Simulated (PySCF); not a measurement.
Cd(F)(GeH3) (CdFGeH3), SMILES [F][Cd][GeH3].

Geometry optimised at B3LYP-D3(BJ)/def2-SVP. The structure was generated by enumeration; whether it is a known compound was not checked. The def2 effective core potentials stand for the cores of Cd; spin–orbit coupling is left out.

Computed with CAM-B3LYP/def2-TZVPD run with PySCF.

The molecule is in vacuum.

Computed frontier levels, gap, dipole moment and polarisability:
```
Property                                                                                                       Result
---------------------------------------------------------------------------------------------  ----------------------
highest occupied level                                                                                       -9.49 eV
lowest empty level                                                                                           -0.56 eV
orbital gap                                                                                                   8.93 eV
dipole moment                                                                                                  3.14 D
quadrupole, principal values (traceless, Buckingham form, about the centre of nuclear charge)  -17.29, 8.64, 8.64 D·Å
mean static polarisability                                                                       66.5 bohr³ (9.86 Å³)
polarisability, principal values                                                               54.9, 54.9, 89.8 bohr³
```
